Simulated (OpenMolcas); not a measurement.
Pt2+ with 6 ligands (oxide) in octahedral coordination (Oh). A charge of +1.67 e stands 2.4 Å behind each ligand. Ligand basis ANO-RCC-VDZP.

```json
{"Program": "OpenMolcas", "Method": "SS-CASPT2, IPEA 0.25 Eh, imaginary shift 0.1 Eh (closed shells correlated: 5s 5p and the ligand valence shells)", "Basis": "ANO-RCC-VDZP [7s6p4d2f]", "Scalar Hamiltonian": "DKH2, point nucleus", "Active space": "8 electrons in 5 orbitals (5d)", "State averaging": "2S+1 = 3 even, 10 roots; 2S+1 = 1 even, 15 roots", "Spin-orbit coupling": "RASSI with atomic mean-field integrals over the reference wave functions"}
```

All ligands move together. At R = 2.03 Å the first state of the same spin is 13470 cm-1, and at R = 2.29 Å it is 9440 cm-1.

Problem. A third run gives 11340 cm-1. What distance was it run at?

Solution. With a power law R^-n the two known points give n = -ln(9440 / 13470) / ln(2.29 / 2.03) = 2.95. Then R = 2.03 × (13470 / 11340)^(1/2.95) = 2.152 Å. The run was at 2.18 Å, so the estimate is off by -0.028 Å.

Roots that are degenerate in the reference are averaged as groups; the widest CASPT2 spread within a group is 180 cm-1 (the 3-fold group of multiplicity 3 near 14400 cm-1 above the lowest state of its run, R = 2.29). Shifts and gaps below about the spread of the groups concerned are not significant. Over all roots computed the reference weight is 0.63 to 0.64 in R = 2.03, 0.63 to 0.64 in R = 2.18, 0.63 to 0.64 in R = 2.29; a low but even weight reflects the number of correlated electrons. Real 4d8 and 5d8 ions are as a rule square planar and diamagnetic. The oxide ions are held by bare point charges, a crude embedding. Ligand-to-metal charge-transfer states are missing. With no ligand orbital active B as a rule stays too high, so bands that hang on it stand too high and its fall with covalency is understated. With one d shell and no ligand orbital active, 10Dq can be off by a tenth or more. The least metal-like active orbital is 78 % on the metal (Löwdin) and no ligand orbital is active, so the numbers are rough (holds for R = 2.03). Free-ion shares, where given, are those of the reference states; single-state CASPT2 does not remix them (holds for R = 2.29). No measured value stands beside these numbers; the geometry is a model, was not optimised and need not be the one that this ion takes.
